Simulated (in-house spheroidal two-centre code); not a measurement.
Computed with a spheroidal two-centre code. Model: one electron and two fixed point charges, non-relativistic, separated in prolate spheroidal coordinates (energies exact to about nine digits).

With r1 and r2 the distances to the charges and R their separation, ξ = (r1 + r2)/R and η = (r1 − r2)/R; m is the angular momentum about the axis. The force apart is −d(total energy)/dR, and minima and barriers are those of the total energy. The separation constant A is the eigenvalue of −d/dη(1−η²)d/dη + m²/(1−η²) − p²η² − R(Z2−Z1)η, with p² = −E R²/2 and E the electronic energy.

Command:
```bash
python run_two.py task.json out
```
Settings:
```
Z1                     6
Z2                     8
xi_nodes               0
eta_nodes              1
m                      0
```

Run time, properties included: 0.3 s on 1 thread of Intel(R) Xeon(R) Processor @ 2.30GHz, on a shared host.

**Energy curve, total energy includes the repulsion of the charges.**

Given: first charge 6; second charge 8; united atom label 2p sigma; nodes in ξ 0; nodes in η 1.

Computed: united atom energy -24.5 hartree.

```tsv
distance (bohr)	electronic energy (hartree)	total energy (hartree)	kinetic energy (hartree)	force apart (hartree/bohr)
0.0553	-24.9837545	843.009012	25.955	15714
0.074	?	?	?	?
0.0992	-26.0489689	457.821999	29.073	4908.2
0.133	-27.2021819	333.700074	32.129	2750.6
0.178	-28.9299108	240.733011	35.74	1553.2
0.239	-31.0183593	169.818461	37.89	869.08
0.32	-32.623313	117.376687	36.169	479.83
0.429	-32.8189556	79.0691563	30.35	255.06
0.536	-31.7430976	57.8091412	24.746	154.02
0.643	-30.2390484	44.4110294	21.002	101.73
0.75	-28.7628382	35.2371618	19.022	72.345
0.857	-27.4837337	28.5256011	18.146	54.46
0.964	-26.4268278	23.3657033	17.839	42.743
1.07	-25.5719414	19.2878717	17.779	34.642
1.18	-24.8464637	15.8315025	17.807	28.507
1.29	-24.2481212	12.9611811	17.852	23.887
1.39	-23.7893647	10.7430094	17.889	20.599
1.5	-23.3578522	8.64214783	17.919	17.708
1.61	-22.987064	6.82660059	17.941	15.384
1.71	-22.6923951	5.37778033	17.955	13.645
1.82	-22.4064003	3.9672261	17.966	12.051
1.93	-22.1535295	2.7169368	17.973	10.72
2.04	-21.9282864	1.60112533	17.979	9.5981
2.14	-21.7438333	0.686073235	17.983	8.7238
2.25	-21.5600458	-0.226712479	17.986	7.8931
2.36	-21.3935247	-1.05454166	17.989	7.1755
2.46	-21.2551517	-1.74295655	17.99	6.6047
2.57	-21.1154511	-2.43840834	17.992	6.052
3.02	?	?	?	?
3.56	-20.2478904	-6.76474436	17.998	3.1554
4.19	-19.9096711	-8.45382383	17.999	2.2781
4.92	-19.6262069	-9.87010931	17.999	1.6523
5.79	-19.3817918	-11.0916363	18	1.1931
6.81	-19.1747948	-12.1263367	18	0.86248
8.02	-18.9975331	-13.0124957	18	0.62187
9.43	-18.8483704	-13.7582325	18	0.44981
```

(1) What belongs in the row 0.074?

(2) What belongs in the row 3.02?

**Where the electron sits, z along the axis from the midpoint, the separation constant A tends to l(l+1) at zero distance; at short distance the term in R(Z2−Z1)η can raise or lower it, and at long distance it falls (p² = -ER²/2).**

```json
{"distance (bohr)": "0.0171", "mean z squared (bohr²)": "0.091464", "mean squared distance from axis (bohr²)": "0.060955", "separation constant": "1.998", "mean z towards second charge (bohr)": "-0.0024411"}
{"distance (bohr)": "0.0308", "mean z squared (bohr²)": "0.090636", "mean squared distance from axis (bohr²)": "0.060356", "separation constant": "1.9934", "mean z towards second charge (bohr)": "-0.0043899"}
{"distance (bohr)": "0.0553", "mean z squared (bohr²)": "0.088054", "mean squared distance from axis (bohr²)": "0.058484", "separation constant": "1.9783", "mean z towards second charge (bohr)": "-0.0078455"}
{"distance (bohr)": "0.0992", "mean z squared (bohr²)": "0.080784", "mean squared distance from axis (bohr²)": "0.053145", "separation constant": "1.9271", "mean z towards second charge (bohr)": "-0.01395"}
{"distance (bohr)": "0.178", "mean z squared (bohr²)": "0.067452", "mean squared distance from axis (bohr²)": "0.042661", "separation constant": "1.7386", "mean z towards second charge (bohr)": "-0.026063"}
{"distance (bohr)": "0.32", "mean z squared (bohr²)": "0.064695", "mean squared distance from axis (bohr²)": "0.036227", "separation constant": "1.0511", "mean z towards second charge (bohr)": "-0.068087"}
{"distance (bohr)": "0.536", "mean z squared (bohr²)": "0.090218", "mean squared distance from axis (bohr²)": "0.043417", "separation constant": "-0.50639", "mean z towards second charge (bohr)": "-0.19734"}
{"distance (bohr)": "0.75", "mean z squared (bohr²)": "0.14442", "mean squared distance from axis (bohr²)": "0.051426", "separation constant": "-2.3712", "mean z towards second charge (bohr)": "-0.32637"}
{"distance (bohr)": "0.964", "mean z squared (bohr²)": "0.23339", "mean squared distance from axis (bohr²)": "0.054565", "separation constant": "-4.8056", "mean z towards second charge (bohr)": "-0.44738"}
{"distance (bohr)": "1.18", "mean z squared (bohr²)": "?", "mean squared distance from axis (bohr²)": "?", "separation constant": "?", "mean z towards second charge (bohr)": "?"}
{"distance (bohr)": "1.39", "mean z squared (bohr²)": "0.49067", "mean squared distance from axis (bohr²)": "0.055344", "separation constant": "-12.025", "mean z towards second charge (bohr)": "-0.67915"}
{"distance (bohr)": "1.61", "mean z squared (bohr²)": "?", "mean squared distance from axis (bohr²)": "?", "separation constant": "?", "mean z towards second charge (bohr)": "?"}
{"distance (bohr)": "1.82", "mean z squared (bohr²)": "0.84066", "mean squared distance from axis (bohr²)": "0.055413", "separation constant": "-22.672", "mean z towards second charge (bohr)": "-0.9013"}
{"distance (bohr)": "2.04", "mean z squared (bohr²)": "1.0546", "mean squared distance from axis (bohr²)": "0.055442", "separation constant": "-29.418", "mean z towards second charge (bohr)": "-1.0132"}
{"distance (bohr)": "2.25", "mean z squared (bohr²)": "1.2811", "mean squared distance from axis (bohr²)": "0.055465", "separation constant": "-36.673", "mean z towards second charge (bohr)": "-1.1194"}
{"distance (bohr)": "2.46", "mean z squared (bohr²)": "1.5294", "mean squared distance from axis (bohr²)": "0.055482", "separation constant": "-44.724", "mean z towards second charge (bohr)": "-1.2254"}
{"distance (bohr)": "3.02", "mean z squared (bohr²)": "2.2987", "mean squared distance from axis (bohr²)": "0.055511", "separation constant": "-70.083", "mean z towards second charge (bohr)": "-1.5069"}
{"distance (bohr)": "4.19", "mean z squared (bohr²)": "4.4102", "mean squared distance from axis (bohr²)": "0.055537", "separation constant": "-141.3", "mean z towards second charge (bohr)": "-2.0934"}
{"distance (bohr)": "5.79", "mean z squared (bohr²)": "8.404", "mean squared distance from axis (bohr²)": "0.055548", "separation constant": "-278.6", "mean z towards second charge (bohr)": "-2.8942"}
{"distance (bohr)": "8.02", "mean z squared (bohr²)": "16.104", "mean squared distance from axis (bohr²)": "0.055553", "separation constant": "-546.83", "mean z towards second charge (bohr)": "-4.0096"}
```

(3) What belongs in the row 1.18?

(4) What belongs in the row 1.61?

Answers

(1) electronic energy (hartree): -25.367269; total energy (hartree): 623.28138; kinetic energy (hartree): 27.099; force apart (hartree/bohr): 8788.9.

(2) electronic energy (hartree): -20.6503645; total energy (hartree): -4.75632478; kinetic energy (hartree): 17.996; force apart (hartree/bohr): 4.384.

(3) mean z squared (bohr²): 0.35224; mean squared distance from axis (bohr²): 0.055244; separation constant: -8.0522; mean z towards second charge (bohr): -0.56693.

(4) mean z squared (bohr²): 0.65854; mean squared distance from axis (bohr²): 0.055382; separation constant: -17.052; mean z towards second charge (bohr): -0.79364.
